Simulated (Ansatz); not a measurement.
Ansatz (a quantum-chemistry and plane-wave program) input (RI-MP2/cc-pV(Q+d)Z):
A basis named .json is the Basis Set Exchange file of that set.

Ansatz 0.2 input:
```yaml
crystal:
  periodic: [false, false, false]
  atoms:
    - {symbol: C, position_ang: [0.63081438, -0.23006859, -1.76891708]}
    - {symbol: Si, position_ang: [0.06735294, -0.02662284, -0.11763802]}
    - {symbol: C, position_ang: [-1.79756003, 0.39591218, -0.08410632]}
    - {symbol: N, position_ang: [0.89338399, 1.18761041, 0.91822515]}
    - {symbol: N, position_ang: [0.24541351, -1.41067225, 1.00126145]}
    - {symbol: H, position_ang: [0.09270791, 0.22090591, -2.60024036]}
    - {symbol: H, position_ang: [1.64156535, -0.55009456, -2.01494530]}
    - {symbol: H, position_ang: [-2.39971538, -0.44947277, -0.42865420]}
    - {symbol: H, position_ang: [-2.12464092, 0.64975759, 0.92983009]}
    - {symbol: H, position_ang: [-2.01462102, 1.24882050, -0.73515436]}
    - {symbol: H, position_ang: [0.42192192, 1.45835897, 1.77579189]}
    - {symbol: H, position_ang: [1.13181825, 2.02065444, 0.39732748]}
    - {symbol: H, position_ang: [0.21061605, -2.29257524, 0.50465316]}
    - {symbol: H, position_ang: [1.12629796, -1.36726393, 1.50005795]}
basis:
  gaussian:
    orbitals: cc-pV_Q+d_Z.json
    fitting: {mean_field: def2-universal-jkfit, correlation: cc-pVQZ-RIFIT.json}
total_charge: -1
magnetization: {spin_polarized: false}
correlation: {method: mp2, electrons: outside_noble_gas}
```

End of the output:

```
integrals: 1.16 GiB planned
594 factors; integrals over basis functions are off by at most 3.9e0 eV
1.17 GiB of device memory are held for the factors and their scratch space
mean field: 2.54 GiB planned
mean field evaluation 1: about -13027.7538 eV, gradient 4.3e1 eV
mean field evaluation 2: about -13031.5155 eV, gradient 2.0e1 eV
mean field evaluation 4: about -13032.4832 eV, gradient 8.5e-1 eV
mean field -13032.48697489 eV, -478.9350625901 hartree, gradient 1.4e-6 eV, S^2 0.000000; 0 other end points of the search recorded, 0 dependent functions left out
9 core orbitals not correlated
1181 factors; their error is unknown
reference -13032.48697489 eV, -478.9350625901 hartree; 16, 16 occupied and 529, 529 virtual orbitals, 1181 factors
second order -27.15727604 eV of doubles, -0.00000000 eV of singles
Total energy: -13059.64425093 eV, -479.9330740768 hartree
```

It need not be the lowest isomer of its formula. Whether it binds its extra electron was not tested at this geometry.
